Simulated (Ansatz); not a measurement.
Consider the redistribution: `CO[SiH2][SeH]` + `C[BH][GaH][CH3]` → `CO[SiH2][Se]C` + `[BH2][GaH][CH3]`.

Computed with Ansatz on PBE0-D4/def2-TZVP structures; ΔE is electronic, products minus reactants. CCSD(T)/CBS adds triple-zeta CCSD(T) − MP2 to the extrapolated MP2 energy (def2 sets, frozen cores). DFT in def2-TZVPP. For Ga, Se outer-core shells are correlated without core-valence functions, which leaves a few kJ/mol of doubt a bond. Scalar relativity is left out up to krypton. Each species was taken in one conformer, which may not be the lowest.

```json
{"species": "`CO[SiH2][SeH]`", "PBE energy (Eh)": "-2807.44294"}
{"species": "`C[BH][GaH][CH3]`", "PBE energy (Eh)": "-2030.27264"}
{"species": "`CO[SiH2][Se]C`", "PBE energy (Eh)": "-2846.71383"}
{"species": "`[BH2][GaH][CH3]`", "PBE energy (Eh)": "-1990.98155"}
```

Task: Work out ΔE.

Result: ΔE = (-2846.71383) + (-1990.98155) − (-2807.44294) − (-2030.27264) = 0.02020 Eh = +12.7 kcal/mol. CCSD(T)/CBS gives +11.1 kcal/mol.

Largest T1 diagnostic among the species: 0.013.

The D4 term adds −1.4 kcal/mol with B3LYP and −0.8 kcal/mol with PBE0; it sums over pairs of atoms, weighted by their polarisabilities, and B3LYP, whose exchange is more repulsive, gets the larger term.

B3LYP here is the variant with VWN-RPA as its local correlation; programs differ in this.
